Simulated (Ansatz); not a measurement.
A rate constant, worked out

An elementary step of SiH$_{2}$S$_{2}$F$_{2}$, closed shell (SiH₂S₂F₂ ([F][Si]([F])([SH])[SH]) → SiSF₂ ([F][Si]([F])[S]) + H₂S (still joined by a long Si–S bond); Si–S, S–H broken or loosened, S–H formed or tightened). The start structure is the reactant molecule, and the electronic barrier above it is 1.642 eV by CCSD(T) at an estimated basis limit (MP2 extrapolated from triple and quadruple zeta, plus CCSD(T) − MP2 in triple zeta). Program: Ansatz 0.2.0. Basis: def2-TZVPP and def2-QZVPP. Cores are frozen in the correlated methods. Extrapolation: Hartree–Fock as exp(−7.88 √X), correlation as X^−2.97. Harmonic wavenumbers at PBE0-D4/def2-TZVP (Ansatz 0.2.0), in cm⁻¹:

Start: 140, 187, 192, 234, 259, 292, 323, 477, 605, 757, 774, 891, 969, 2711, 2712.

Saddle: 640i, 130, 207, 219, 282, 288, 357, 461, 631, 633, 942, 953, 1072, 1569, 2703.

Question: Work out the transition-state-theory rate constant at 500 K from these numbers alone (harmonic vibrations; rotation, path degeneracy and anharmonicity left out), and the Wigner tunnelling factor. Use 1 cm⁻¹ = 1.2398 × 10⁻⁴ eV and k_B = 8.617 × 10⁻⁵ eV/K.

Answer: Zero-point energies, half the sums: start 11523/2 cm⁻¹ = 0.7143 eV; saddle, real modes only, 10447/2 cm⁻¹ = 0.6476 eV.
Barrier with zero-point energy: 1.642 + 0.6476 − 0.7143 = 1.5753 eV.
k_BT = 0.04309 eV, so the barrier is 36.56 k_BT.
Vibrational partition functions from the zero-point level, ln q = −Σ ln(1 − exp(−hν/k_BT)): start 6.125, saddle 5.186.
k = (k_BT/h) exp(ln q‡ − ln q) exp(−E0/k_BT), with log₁₀(k_BT/h in s⁻¹) = 13.02: log₁₀ k = 13.02 + (-0.939 − 36.56)/2.3026 = -3.27, so k ≈ 5 × 10^(-4) s⁻¹.
Wigner factor: 1 + (hν‡/k_BT)²/24 = 1 + (1.84)²/24 = 1.14. A change of 1 kcal/mol (0.043 eV) in the barrier would change k by a factor of 2.7 at this temperature.

No T1 diagnostic of these runs exceeds 0.014.

Labels in which every atom is bracketed show which atoms are joined, not bond orders.

For scale, one of the runs: CCSD(T)/def2-TZVPP, 216 basis functions, launched by `ansatz run in.yaml --threads 4 --pin off --events-out ev --progress --plain --max-ram 9574MiB`. Time: 100 s of wall clock on 4 CPU threads of an Intel Xeon; the host was shared. Peak host memory: 3 GiB.
